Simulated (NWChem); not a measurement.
BAsH$_{2}$F$_{2}$; SMILES [AsH2]B(F)F

```xyz
6

B     -0.0093     1.0228     0.0000
As     0.0304    -1.0132     0.0000
H     -0.9940    -1.1304     1.1164
H     -0.9940    -1.1304    -1.1164
F      0.0287     1.7103    -1.1239
F      0.0287     1.7103     1.1239
```
Atoms are numbered in this order, from 1.

Computed with NWChem. Pople sets run with spherical d functions. The geometry was optimised at PBE0/def2-SVP. Vzz is the largest principal value of the second derivative of the potential at the nucleus (NWChem prints the opposite sign); η is the asymmetry. Non-relativistic.

| level | Vzz B1 (a.u.) | η B1 | Vzz As2 (a.u.) | η As2 |
|---|---|---|---|---|
| CAM-B3LYP/def2-TZVP | 0.353 | 0.40 | … | 0.28 |
| CAM-B3LYP/def2-SVP | 0.317 | 0.46 | -2.090 | 0.41 |
| Hartree-Fock/6-31G* | 0.350 | 0.42 | -2.159 | 0.36 |
| Hartree-Fock/def2-TZVP | 0.390 | 0.37 | -2.538 | 0.29 |

Question: What belongs in the gaps?

Answer: 
- CAM-B3LYP/def2-TZVP, Vzz As2 (a.u.): -2.258
